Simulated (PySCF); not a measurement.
## Iron: a sound run and one with changed settings

Sound run: Fe+ [Ar] 3d6 4s1, Fe(2+) [Ar] 3d6. All numbers are calculated (PySCF 2.14, no relativity, point nucleus, in cc-pVDZ (6s5p3d1f, 43 functions)). The sound run starts from symmetry-adapted Hartree-Fock orbitals and uses a fine grid where one is needed.

Changed run: 6 angular points. This setting is unsound on purpose.

```tsv
species	method	sound run (hartree)	changed run (hartree)	converged
Fe+	UHF	-1262.21728	-1262.21728	yes
Fe+	B3LYP	-1263.42712	-1265.18459	yes
Fe+	M06-2X	-1263.35344	-1263.48528	yes
Fe(2+)	UHF	-1261.66064	-1261.66064	yes
Fe(2+)	B3LYP	-1262.82263	-1264.48068	yes
Fe(2+)	M06-2X	-1262.77098	-1262.88714	yes
```

Ionisation energy of Fe+:

```csv
method,sound run (eV),changed run (eV)
UHF,15.147,15.147
M06-2X,15.850,16.276
```

A coarse angular grid integrates products of high-l functions wrongly, so density functionals can shift, and the SCF can exploit the error; Hartree-Fock and MP2 need no grid.

For comparison, NIST gives 16.199 eV between the lowest levels.
